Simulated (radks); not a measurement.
Cs X, configuration [Kr] 4d10.

Method: scalar-relativistic Kohn-Sham, LB94 model potential, spin-polarised, spherical densities, finite nucleus; Fermi nuclear charge, rms radius 4.8041 fm; computed with a radial shooting solver on a logarithmic mesh with Libxc functionals.

Energy parts (eV):
part                  energy
kinetic            223242.58
electron-nucleus  -506032.52
Hartree             76575.57
(The LB94 potential has no energy functional, so no total or exchange-correlation energy is given.)

Orbitals (lengths in bohr, moments of r in powers of bohr):
| orbital | occ. | eigenvalue (eV) | <r> |
|---|---|---|---|
| 1s | 2 | -36098.51 | 0.02607 |
| 2s | 2 | -5795.338 | 0.1119 |
| 2p | 6 | -5219.073 | 0.09794 |
| 3s | 2 | -1322.283 | 0.2985 |
| 3p | 6 | -1136.122 | 0.2962 |
| 3d | 10 | -861.9427 | 0.2724 |
| 4s | 2 | -356.9705 | 0.6920 |
| 4p | 6 | -297.4421 | 0.7348 |
| 4d | 10 | -210.3947 | 0.8164 |

The highest occupied level is 4d at -210.39 eV. The electron density at the nucleus is 3.063e+05 e/bohr^3 (large components only).
